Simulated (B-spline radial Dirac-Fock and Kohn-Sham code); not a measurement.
## Diagram lines of Cr

System: the Cr atom, [Ar] 3d5 4s1.

Input file task.json (cfg lists n, l and occupation; rrms is the nuclear radius in fm):

```json
{"items": [{
  "Z": 24,
  "q": 0,
  "cfg": [[1, 0, 2], [2, 0, 2], [2, 1, 6], [3, 0, 2], [3, 1, 6], [3, 2, 5], [4, 0, 1]],
  "A": 52,
  "rrms": 3.6452,
  "do": ["binding"],
  "screen": [3, 2]
}]}
```

Run with: `python xray_run.py task.json out`

Method: Dirac-Fock ΔSCF + Breit + QED. Computed with a radial atomic solver. A line energy is the difference of two single-hole energies; the list is a selection of electric-dipole transitions between resolved j subshells. Correlation and solid-state effects are left out.

```
       line  energy (keV)  wavelength (Å)  tabulated (keV)  difference (eV)
 Kβ1 (K-M3)        5.9437          2.0860           5.9467             -3.0
 Kβ3 (K-M2)        5.9427          2.0863           5.9467             -4.0
 Kα1 (K-L3)        5.4138          2.2901           5.4147             -0.9
 Kα2 (K-L2)        5.4054          2.2937           5.4055             -0.1
Lβ3 (L1-M3)        0.6526          18.998           0.6521             +0.5
Lβ4 (L1-M2)        0.6516          19.026           0.6521             -0.5
Lγ5 (L2-N1)        0.5842          21.223                –                –
Lβ6 (L3-N1)        0.5758          21.533                –                –
```

The tabulated energies are for the element in its standard state (xraylib 4.2 line table). The largest relative deviation is 0.08 %.
